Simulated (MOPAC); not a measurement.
MOPAC input (PM3):

```
PM3 PRECISE GNORM=0.05 LET XYZ GEO-OK AUX(PRECISION=9) THREADS=1
Cl2Sn

Sn   -0.00349532 1   -0.01260940 1    0.62871775 1
Cl    1.19244980 1    1.38873918 1   -0.89050383 1
Cl   -1.18216943 1   -1.35165270 1   -0.95866602 1
```

Q: What heat of formation does the run end on?

A: -55.52 kcal/mol.
